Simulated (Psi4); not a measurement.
Intermolecular potential of H2 ··· H6B3N3 (SMILES [H][H] and B1NBNBN1). Monomers: optimised at B3LYP-D3(BJ) (def2-TZVP), held rigid. Orientation: lowest of the rigid-body minima from ten starts at GFN2-xTB. The monomers approach along the line of their centres of mass (distance R); nothing else relaxes.

- PBE/def2-TZVP, counterpoise-corrected (Psi4)
- PBE-D3(BJ)/def2-TZVP, counterpoise-corrected (Psi4)
- B3LYP/def2-TZVP, counterpoise-corrected (Psi4)
- SAPT0/jun-cc-pVDZ, frozen core (Psi4)

Interaction energies in kcal/mol; the last columns give the difference from SAPT0:

| R / Å | PBE/def2-TZVP | PBE-D3(BJ)/def2-TZVP | B3LYP/def2-TZVP | SAPT0/jun-cc-pVDZ | PBE/def2-TZVP − SAPT0/jun-cc-pVDZ | PBE-D3(BJ)/def2-TZVP − SAPT0/jun-cc-pVDZ | B3LYP/def2-TZVP − SAPT0/jun-cc-pVDZ |
|---|---|---|---|---|---|---|---|
| 2.54 | 2.09 | 0.93 | 3.27 | 1.83 | 0.26 | -0.90 | 1.44 |
| 2.74 | 0.80 | -0.22 | 1.75 | 0.59 | 0.22 | -0.81 | 1.16 |
| 2.93 | 0.17 | -0.72 | 0.96 | 0.00 | 0.17 | -0.72 | 0.96 |
| 3.13 | -0.14 | -0.90 | 0.53 | -0.28 | 0.13 | -0.62 | 0.80 |
| 3.31 | -0.26 | -0.90 | 0.32 | -0.37 | 0.11 | -0.54 | 0.69 |
| 3.55 | -0.29 | -0.80 | 0.20 | -0.37 | 0.09 | -0.42 | 0.57 |
| 3.86 | -0.25 | -0.61 | 0.12 | -0.31 | 0.06 | -0.31 | 0.43 |
| 4.12 | -0.20 | -0.47 | 0.09 | -0.25 | 0.05 | -0.23 | 0.34 |
| 4.64 | -0.11 | -0.27 | 0.04 | -0.15 | 0.03 | -0.12 | 0.19 |
| 5.31 | -0.05 | -0.12 | 0.01 | -0.07 | 0.03 | -0.05 | 0.08 |
| 6.30 | -0.01 | -0.04 | 0.00 | -0.03 | 0.02 | -0.01 | 0.03 |
| 7.60 | -0.01 | -0.01 | 0.00 | -0.01 | 0.01 | 0.00 | 0.01 |

PBE/def2-TZVP is furthest from SAPT0/jun-cc-pVDZ at 2.54 (0.26 kcal/mol, above); its mean absolute difference over the points is 0.10 kcal/mol.

PBE-D3(BJ)/def2-TZVP is furthest from SAPT0/jun-cc-pVDZ at 2.54 (-0.90 kcal/mol, below); its mean absolute difference over the points is 0.39 kcal/mol.

B3LYP/def2-TZVP is furthest from SAPT0/jun-cc-pVDZ at 2.54 (1.44 kcal/mol, above); its mean absolute difference over the points is 0.56 kcal/mol.
